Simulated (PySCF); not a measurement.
[Sm(PH3)]2+: one run

[Sm(PH3)]2+ (singlet in the valence; each metal's 4f electrons, 6 of them, lie in its core potential, out of spins and levels). PySCF 2.14.0, RKS PBE0, Sm lcecp-0-SVP with ECP52, P def2-SVP, H def2-SVP; non-relativistic Hamiltonian with scalar-relativistic core potentials where named; density fitting; no spin-orbit coupling. Purpose: finer grid at the relaxed geometry.

```python
mol = gto.M(atom='''
Sm    -0.00000    -0.00000    -0.56512
P      0.00000     0.00000     2.59459
H      1.26638    -0.00000     3.23254
H     -0.63319     1.09672     3.23254
H     -0.63319    -1.09672     3.23254''',
    basis={'Sm': 'lcecp-0-SVP', 'P': 'def2-SVP', 'H': 'def2-SVP'},
    ecp={'Sm': 'lcecp-0-SVP'},
    charge=2, spin=0)
mf = dft.RKS(mol, xc='PBE0')
mf.grids.atom_grid = (75, 302)  # f atoms: unpruned, at least (60, 302)
mf = mf.density_fit()  # fitting sets: Sm AutoAux, P def2-universal-JKFIT, H def2-universal-JKFIT
mf.conv_tol = 1e-09; mf.max_cycle = 55
mf.kernel(dm0)  # dm0: converged density of the relaxed state
mf.nuc_grad_method().kernel()
```

Run from Python with OMP_NUM_THREADS=2; the lines above give its settings. Where DIIS fails, smearing, a level shift and second-order steps follow.
It took 3.7 s on 2 threads of Arm Neoverse V1 (shared host), with gradient, populations and further properties, from an already converged density.

The 4f levels lie in the core potential and are missing.

Question: What are the Mulliken charges and spins?

Answer: 
| atom | charge (e) | spin (e) |
| --- | --- | --- |
| Sm1 | 1.649 | 0.000 |
| P2 | -0.121 | 0.000 |
| H3 | 0.157 | 0.000 |
| H4 | 0.157 | 0.000 |
| H5 | 0.157 | 0.000 |
The spin of the 4f electrons in the core isn't counted.

Question: What forces act on the atoms (eV/Å)?

Answer: 
```
Sm   0.00  0.00 -0.01
P    0.00  0.00 -0.01
H    0.01  0.00  0.01
H    0.00  0.01  0.01
H    0.00 -0.01  0.01
```
Forces carry noise of the integration grid, about 0.01 to 0.03 eV/Å.

An lcecp potential fixes the number of 4f electrons, so in runs with it no electron can move into or out of that shell.
